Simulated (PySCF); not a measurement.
# One molecule, several mistakes: AlCGeH7N cation

Calculated results; nothing here was measured. They come from PySCF 2.14.0, an open-source quantum chemistry program, on an isolated molecule that a program drew, which may never have been made. The molecule is AlCGeH7N cation (charge +1, singlet), drawn as the SMILES string `C[NH][AlH][GeH2+]`.

Each row is a Hartree-Fock (HF) and frozen-core CCSD(T) single point in the cc-pV(D+d)Z basis, meant for a local HF minimum. Run 1 is clean. Each other run has one planted mistake out of seven kinds, and not every kind appears here: one electron removed, one electron added, multiplicity raised by two, geometry at a saddle point, minimal basis STO-3G, one bond length entered in bohr, all coordinates scaled. The reference is restricted for singlets and unrestricted otherwise, and also for a bond in bohr. Adding or removing an electron swaps singlet and doublet. Electrons count all cores. HOMO and LUMO are orbital energies over both spins, the gradient is its largest component, and the lowest frequency (negative if imaginary) is given only where the gradient is small. Bond lengths are over the 10 bonds as drawn. T1 is the CCSD diagnostic: over 0.02 (restricted) or 0.045 (unrestricted) a single reference is doubtful. Germanium has the cc-pVDZ-PP basis, with a core potential (ECP10MDF) in place of its 10 inner electrons, and its 3s, 3p and 3d shells are frozen in CCSD(T).

Geometry of the clean run:
```xyz
11
AlCGeH7N cation, angstrom
C     1.3799    0.8758    1.4255
N     0.9275   -0.3189    0.7192
Al   -0.2012   -0.5603   -0.5766
Ge   -1.2176    1.7215   -1.3173
H     0.8860    1.7682    1.0288
H     2.4544    1.0226    1.3119
H     1.1460    0.8219    2.4892
H     1.3835   -1.1388    1.0864
H    -0.7321   -1.7820   -1.3746
H    -0.6597    2.6495   -2.3950
H    -2.4818    2.3696   -0.7557
```

| run | electrons | basis functions | <S^2> | HOMO (eV) | LUMO (eV) | gradient (hartree/bohr) | lowest frequency (cm^-1) | mean bond (Å) | longest bond (Å) | T1 | HF (hartree) | CCSD(T) (hartree) | mistake |
|---|---|---|---|---|---|---|---|---|---|---|---|---|---|
| 1 | 64 | 109 | 0.000 | -14.51 | -5.42 | 4.1e-06 | 64 | 1.4691 | 2.605 | 0.0155 | -631.45704 | -631.97693 | no fault |
| 2 | 63 | 109 | 0.761 | -20.55 | -10.62 | 7.4e-02 | - | 1.4691 | 2.605 | 0.0193 | -631.00776 | -631.48300 | one electron removed |
| 3 | 65 | 109 | 0.767 | -6.97 | 1.62 | 3.8e-02 | - | 1.4691 | 2.605 | 0.0146 | -631.68377 | -632.21765 | one electron added |
| 4 | 64 | 109 | 0.722 | -13.47 | -5.52 | 2.8e-02 | - | 1.5662 | 2.605 | 0.0549 | -631.33214 | -631.84994 | one bond length entered in bohr |
| 5 | 64 | 109 | 0.000 | -14.61 | -5.44 | 1.6e-02 | - | 1.4412 | 2.556 | 0.0149 | -631.45334 | -631.96962 | ? |
| 6 | 64 | 109 | 2.027 | -11.07 | -6.35 | 9.1e-02 | - | 1.4691 | 2.605 | 0.0191 | -631.38538 | -631.87782 | ? |

**Which mistake was planted in run 5, and what did it cost?**

The mean and the longest bond both change by the same factor, 0.981, and the gradient is no longer small. So the mistake is: all coordinates scaled. Subtracting run 1 and multiplying by 627.51 kcal/mol a hartree, the energy moved by 2.3 kcal/mol in HF and 4.6 kcal/mol in CCSD(T).

**Which mistake was planted in run 6, and what did it cost?**

Electrons, basis and geometry are unchanged, and <S^2> is 2.027, beside S(S+1) = 2.00 for a multiplicity of 3. So the mistake is: multiplicity raised by two. Subtracting run 1 and multiplying by 627.51 kcal/mol a hartree, the energy moved by 45.0 kcal/mol in HF and 62.2 kcal/mol in CCSD(T).

Cautions from the logs. Run 4: T1 is over the limit, so its CCSD(T) energy is less reliable.
